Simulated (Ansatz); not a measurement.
Computed with Ansatz on PBE0-D4/def2-TZVP structures; ΔE is electronic, products minus reactants. CCSD(T)/CBS is the MP2 limit (def2-TZVPP, def2-QZVPP) plus CCSD(T) − MP2 in def2-TZVPP, frozen cores. This one scheme is used for every species. DFT in def2-TZVPP. One conformer a species, not always the lowest.

Consider the ligand exchange at the Si–N bond: `O[SiH](F)N[SiH3]` + `O[SiH2]F` → `O[SiH](F)O[SiH2]F` + `N[SiH3]`.

```json
{"level": "PBE-D4", "ΔE (kJ/mol)": "-44.9"}
{"level": "PBE0-D4", "ΔE (kJ/mol)": "-48.4"}
{"level": "PBE", "ΔE (kJ/mol)": "-46.2"}
{"level": "SCS-MP2/def2-QZVPP", "ΔE (kJ/mol)": "-54.0"}
```

(1) What does CCSD(T)/CBS give? (Best estimate.)

Largest T1 diagnostic among the species: 0.012.

Results:

(1) The calculation gave: -51.6 kJ/mol. The listed levels differ from it by 6.7, 3.2, 5.4, -2.4 kJ/mol.

From PBE to PBE0 (25 % exact exchange), in def2-TZVPP and without D4, ΔE moves by −3.2 kJ/mol. In def2-TZVPP, CCSD(T) changes the Hartree–Fock value by +14.8 kJ/mol (the triples alone add +2.4 kJ/mol) and MP2 by +15.7 kJ/mol.
